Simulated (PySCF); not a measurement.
Field gradients at the hydrogen positions

Species: C6H10F2Si.
Atom-mapped SMILES: `[CH:1]#[C:2][CH2:3][C@@:4]([F:5])([CH2:6][F:7])[SiH2:8][CH3:9]` (hydrogens: H10 on C1; H11, H12 on C3; H13, H14 on C6; H15, H16 on Si8; H17, H18, H19 on C9)

Structure used (GFN2-xTB), in Å, numbered top down from 1:
```
atom  x, y, z in Å
C1     3.0772    0.6618    0.6459
C2     2.2668    0.6475   -0.2345
C3     1.2955    0.6134   -1.3048
C4     0.0208   -0.1266   -0.8888
F5    -0.8546   -0.0270   -1.9835
C6     0.3221   -1.6004   -0.6732
F7    -0.5882   -2.1757    0.1843
Si8   -0.8741    0.6683    0.6381
C9    -2.7012    0.1896    0.5681
H10    3.7896    0.6869    1.4152
H11    1.7357    0.1290   -2.1840
H12    1.0267    1.6361   -1.5821
H13    0.2705   -2.1623   -1.6120
H14    1.3041   -1.7192   -0.2059
H15   -0.1796    0.1951    1.8352
H16   -0.6897    2.1164    0.4761
H17   -3.1251    0.3986   -0.4107
H18   -3.2699    0.7466    1.3059
H19   -2.8365   -0.8690    0.7689
```

Level: PBE0/pcSseg-1 (PySCF, non-relativistic); Q(2H) = 0.00286 b; rigid geometry, the same for H and D, with no vibrational averaging.

**Question.** Rank these positions by the coupling χzz of a deuteron there, largest first.
A. H16 (Si–H hydrogen)
B. H17 (methyl hydrogen)
C. H10 (alkyne hydrogen)
D. H14 (methylene hydrogen)
E. H12 (methylene hydrogen)

**Answer.** C (266 kHz), B (216 kHz), E (199 kHz), D (190 kHz), A (107 kHz).

**Question.** Tabulate Vzz, the asymmetry η and χzz = 234.96 MHz × Q × Vzz for every hydrogen position.

**Answer.** 
```
atom  bonded to  bond length (Å)  Vzz (au)     η  χzz (kHz)
 H10         C1            1.049    0.3965  0.00        266
 H11         C3            1.096    0.2935  0.02        197
 H12         C3            1.093    0.2969  0.01        199
 H13         C6            1.095    0.2873  0.08        193
 H14         C6            1.094    0.2825  0.08        190
 H15        Si8            1.463    0.1634  0.03        110
 H16        Si8            1.469    0.1585  0.03        107
 H17         C9            1.087    0.3216  0.01        216
 H18         C9            1.085    0.3266  0.00        219
 H19         C9            1.086    0.3223  0.01        217
```

**Question.** Average by the element that carries the hydrogen.

**Answer.** on C: 212 kHz over 8 positions, mean bond length 1.086 Å; on Si: 108 kHz over 2 positions, mean bond length 1.466 Å.

**Question.** How does χzz go with the bond length over the 8 C–H bonds?

**Answer.** A straight-line fit has a slope of -15.5 kHz for each 0.01 Å, with a correlation coefficient of -0.97, over lengths from 1.049 to 1.096 Å. The longer bonds have the smaller couplings here.

Geometry: GFN2-xTB, one conformer, isolated molecule. GFN2-xTB bond lengths can be off by several hundredths of an ångström, more for odd bonds, and the gradients follow them. With so small a basis the couplings can be 20 % off.

These values come from a run that also computed NMR shieldings. On one thread of an Arm Neoverse V2, shared host with 192 logical CPUs at a one-minute load of 67, this took 38 s wall and 0.94 GiB of memory at its peak.
